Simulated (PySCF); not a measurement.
A geometry optimisation, step by step.

Species: C3H8BNSi.
SMILES with atom numbers: `[CH3:1][C:2]#[C:3][BH:4][SiH2:5][NH2:6]` (hydrogens: H7, H8, H9 on C1; H10 on B4; H11, H12 on Si5; H13, H14 on N6)

Method: PBE0-D3(BJ)/def2-SVP geometry optimisation, gas phase (PySCF 2.14.0); density fitting, grid level 1; the optimiser is geomeTRIC in internal coordinates, started from a GFN2-xTB structure with every atom displaced at random (about 0.01 Å). 8 of its 16 geometries are shown. The frame can shift and turn from step to step; on so coarse a grid that alone can change the energy by a few meV, and forces under 0.02 eV/Å are noise.

Step 0: E = -13267.3216 eV, largest atomic force 3.799 eV/Å
```
atom  x, y, z in Å  |  force x, y, z in eV/Å
C1     -3.363    0.449    0.188   -0.718   1.004   0.145
C2     -2.001    0.424   -0.211   -1.550  -0.112   0.548
C3     -0.850    0.388   -0.549    3.677  -0.050  -0.954
B4      0.641    0.346   -0.925   -2.617  -0.391   0.650
Si5     1.843   -0.918   -0.063    1.172  -0.322   1.170
N6      3.232   -0.002    0.463   -0.332   0.478  -0.284
H7     -3.623    1.473    0.538    0.004  -0.303  -0.097
H8     -3.999    0.254   -0.681   -0.271  -0.148  -0.092
H9     -3.591   -0.241    0.995   -0.140  -0.418   0.281
H10     0.967    1.078   -1.752    0.675   0.976  -1.053
H11     1.261   -1.709    1.071   -0.364  -0.025  -0.017
H12     2.442   -1.931   -0.934   -0.025  -0.522  -0.659
H13     3.062    0.877    0.935    0.076   0.056   0.095
H14     3.973   -0.503    0.918    0.414  -0.225   0.269
```

Step 2: E = -13267.5840 eV, largest atomic force 0.130 eV/Å
```
atom  x, y, z in Å  |  force x, y, z in eV/Å
C1     -3.436    0.739    0.141   -0.003  -0.008  -0.007
C2     -2.051    0.697   -0.276    0.021   0.024   0.030
C3     -0.878    0.680   -0.634   -0.035  -0.048  -0.064
B4      0.558    0.615   -1.048    0.037   0.068   0.033
Si5     1.859   -0.653   -0.143   -0.119   0.002  -0.051
N6      3.264    0.242    0.368    0.052   0.005   0.036
H7     -3.692    1.746    0.510    0.003  -0.007  -0.003
H8     -4.100    0.532   -0.714   -0.004   0.000   0.002
H9     -3.657    0.011    0.937    0.001   0.001  -0.001
H10     0.945    1.351   -1.932    0.012  -0.040   0.028
H11     1.156   -1.424    0.944    0.036  -0.005   0.018
H12     2.320   -1.681   -1.136   -0.007  -0.005   0.002
H13     3.112    1.097    0.894    0.006   0.001  -0.006
H14     4.029   -0.278    0.788   -0.001   0.014  -0.016
```

Step 4: E = -13267.5894 eV, largest atomic force 0.130 eV/Å
```
atom  x, y, z in Å  |  force x, y, z in eV/Å
C1     -3.464    0.720    0.119   -0.004   0.009  -0.004
C2     -2.071    0.701   -0.273   -0.024  -0.002   0.008
C3     -0.893    0.697   -0.613    0.032  -0.006  -0.015
B4      0.556    0.653   -0.986   -0.060  -0.064  -0.011
Si5     1.846   -0.634   -0.109    0.108   0.038   0.061
N6      3.302    0.228    0.326   -0.040  -0.001  -0.026
H7     -3.738    1.718    0.497    0.000  -0.007   0.001
H8     -4.111    0.516   -0.750    0.004  -0.001  -0.001
H9     -3.688   -0.022    0.901   -0.001  -0.003   0.007
H10     0.962    1.378   -1.864    0.026   0.057   0.001
H11     1.201   -1.390    1.023   -0.021   0.011  -0.003
H12     2.243   -1.677   -1.115   -0.032  -0.019  -0.019
H13     3.203    1.093    0.847    0.002  -0.002  -0.001
H14     4.081   -0.305    0.698    0.011  -0.010   0.004
```

Step 6: E = -13267.5997 eV, largest atomic force 0.142 eV/Å
```
atom  x, y, z in Å  |  force x, y, z in eV/Å
C1     -3.515    0.643    0.063   -0.001   0.020   0.017
C2     -2.105    0.698   -0.260   -0.016  -0.044  -0.053
C3     -0.916    0.743   -0.553    0.008   0.041   0.057
B4      0.552    0.762   -0.841    0.003  -0.091  -0.049
Si5     1.826   -0.559   -0.005    0.141  -0.020   0.007
N6      3.397    0.176    0.189   -0.038  -0.029  -0.037
H7     -3.848    1.606    0.483   -0.003   0.002   0.001
H8     -4.111    0.465   -0.846    0.002  -0.002  -0.002
H9     -3.745   -0.150    0.792   -0.003  -0.002   0.000
H10     1.003    1.518   -1.671   -0.038   0.091   0.018
H11     1.279   -1.218    1.234   -0.043   0.039   0.007
H12     1.978   -1.673   -1.005   -0.009  -0.006   0.011
H13     3.456    1.073    0.657   -0.006   0.007   0.003
H14     4.179   -0.408    0.464    0.002  -0.007   0.018
```

Step 9: E = -13267.6198 eV, largest atomic force 0.122 eV/Å
```
atom  x, y, z in Å  |  force x, y, z in eV/Å
C1     -3.523    0.537    0.012    0.005  -0.003   0.019
C2     -2.107    0.673   -0.254    0.010  -0.025  -0.042
C3     -0.911    0.791   -0.498   -0.044   0.033   0.013
B4      0.562    0.893   -0.743    0.087   0.006   0.014
Si5     1.807   -0.468    0.078   -0.072  -0.042  -0.089
N6      3.453    0.091    0.039    0.053  -0.027  -0.005
H7     -3.909    1.448    0.499   -0.001   0.010  -0.001
H8     -4.080    0.414   -0.930   -0.004  -0.001   0.001
H9     -3.744   -0.322    0.665   -0.001   0.003  -0.007
H10     1.000    1.751   -1.480   -0.053   0.000   0.039
H11     1.308   -0.918    1.428    0.000   0.025   0.010
H12     1.717   -1.687   -0.800    0.030  -0.001   0.040
H13     3.659    1.022    0.384   -0.007   0.005  -0.002
H14     4.197   -0.548    0.300   -0.003   0.016   0.011
```

Step 11: E = -13267.6375 eV, largest atomic force 0.098 eV/Å
```
atom  x, y, z in Å  |  force x, y, z in eV/Å
C1     -3.524    0.401   -0.087    0.004  -0.007   0.002
C2     -2.104    0.634   -0.248   -0.014   0.021   0.018
C3     -0.906    0.852   -0.387    0.025  -0.014  -0.019
B4      0.571    1.065   -0.537   -0.097  -0.013  -0.008
Si5     1.800   -0.360    0.194   -0.038   0.018  -0.036
N6      3.460   -0.055   -0.221    0.039   0.034  -0.024
H7     -3.976    1.208    0.512    0.000  -0.002  -0.005
H8     -4.027    0.406   -1.067    0.000   0.001  -0.001
H9     -3.736   -0.559    0.408   -0.001  -0.002  -0.002
H10     0.949    2.084   -1.074    0.081  -0.022   0.031
H11     1.508   -0.466    1.673    0.004  -0.007   0.011
H12     1.427   -1.695   -0.381    0.001  -0.003   0.027
H13     3.815    0.889   -0.122   -0.003  -0.003   0.005
H14     4.175   -0.727    0.037   -0.003  -0.002   0.001
```

Step 13: E = -13267.6445 eV, largest atomic force 0.107 eV/Å
```
atom  x, y, z in Å  |  force x, y, z in eV/Å
C1     -3.553    0.374   -0.157    0.000   0.005   0.005
C2     -2.129    0.624   -0.221   -0.007   0.014  -0.002
C3     -0.926    0.854   -0.281    0.043  -0.052   0.014
B4      0.555    1.079   -0.342   -0.085   0.051  -0.042
Si5     1.837   -0.351    0.262    0.033  -0.046   0.044
N6      3.423   -0.079   -0.401   -0.050   0.042  -0.031
H7     -4.039    1.102    0.513    0.001  -0.004  -0.001
H8     -4.008    0.499   -1.153    0.003   0.000  -0.002
H9     -3.785   -0.639    0.205    0.001  -0.003   0.001
H10     0.950    2.161   -0.716    0.055   0.021   0.001
H11     1.761   -0.361    1.774   -0.006   0.004  -0.008
H12     1.394   -1.718   -0.160    0.004  -0.021   0.003
H13     3.783    0.869   -0.410    0.007   0.000   0.011
H14     4.169   -0.739   -0.213    0.003  -0.010   0.005
```

Step 15: E = -13267.6462 eV, largest atomic force under 0.02 eV/Å
```
atom  x, y, z in Å  |  force x, y, z in eV/Å
C1     -3.557    0.373   -0.165   -0.001  -0.002   0.000
C2     -2.132    0.622   -0.215    0.001   0.004  -0.001
C3     -0.928    0.847   -0.263   -0.005  -0.002  -0.005
B4      0.551    1.074   -0.309    0.012   0.003  -0.001
Si5     1.841   -0.362    0.271    0.001  -0.010   0.013
N6      3.403   -0.065   -0.435   -0.007  -0.002  -0.015
H7     -4.046    1.085    0.519    0.000  -0.001   0.001
H8     -4.005    0.524   -1.161   -0.001  -0.001   0.001
H9     -3.792   -0.649    0.170    0.000   0.000   0.001
H10     0.969    2.161   -0.649   -0.008   0.002  -0.001
H11     1.801   -0.369    1.784   -0.002   0.004  -0.001
H12     1.411   -1.738   -0.137    0.002   0.002  -0.001
H13     3.750    0.888   -0.441    0.004   0.003   0.009
H14     4.163   -0.715   -0.268    0.003   0.001  -0.002
```

Question: Summarise the path.

Answer: The energy falls by 31.32 kJ/mol from step 0 to step 15; nine tenths of that is first reached at step 9. It falls at every step. The largest force goes from 3.799 to under 0.02 eV/Å. Among the bonds B4–Si5 changes most, from 1.945 to 2.016 Å; the atoms move by 0.981 Å rms after alignment.

Question: Follow the three bonds and two angles with the largest change from start to end.

Answer: 
| step | E above end (kJ/mol) | largest force (eV/Å) | B4–Si5 (Å) | B4–H10 (Å) | C3–B4 (Å) | B4–Si5–H11 (°) | N6–Si5–H12 (°) |
| --- | --- | --- | --- | --- | --- | --- | --- |
| 0 | 31.32 | 3.799 | 1.945 | 1.152 | 1.538 | 116.0 | 102.5 |
| 1 | 7.30 | 0.377 | 2.033 | 1.219 | 1.494 | 108.0 | 108.8 |
| 2 | 6.01 | 0.130 | 2.029 | 1.213 | 1.496 | 110.0 | 107.3 |
| 3 | 5.73 | 0.054 | 2.026 | 1.211 | 1.497 | 111.0 | 107.0 |
| 4 | 5.48 | 0.130 | 2.023 | 1.210 | 1.496 | 111.8 | 106.8 |
| 5 | 5.04 | 0.177 | 2.019 | 1.209 | 1.496 | 112.9 | 106.9 |
| 6 | 4.49 | 0.142 | 2.017 | 1.210 | 1.495 | 113.4 | 107.2 |
| 7 | 4.29 | 0.215 | 2.013 | 1.213 | 1.496 | 113.6 | 107.9 |
| 8 | 3.22 | 0.114 | 2.017 | 1.213 | 1.496 | 112.5 | 107.7 |
| 9 | 2.55 | 0.122 | 2.019 | 1.213 | 1.496 | 111.2 | 107.7 |
| 10 | 1.50 | 0.102 | 2.021 | 1.213 | 1.498 | 108.3 | 107.6 |
| 11 | 0.84 | 0.098 | 2.019 | 1.212 | 1.500 | 106.6 | 107.6 |
| 12 | 0.47 | 0.144 | 2.015 | 1.211 | 1.500 | 105.6 | 107.7 |
| 13 | 0.17 | 0.107 | 2.013 | 1.211 | 1.499 | 105.8 | 107.7 |
| 14 | 0.02 | 0.054 | 2.014 | 1.213 | 1.497 | 105.8 | 107.8 |
| 15 | 0.00 | under 0.02 | 2.016 | 1.213 | 1.497 | 105.9 | 107.7 |

The cost below is that of the whole optimisation. On one thread of an Arm Neoverse V1, no GPU, on a shared host, this took 1.8 min of wall time and 0.54 GiB of memory at its peak.
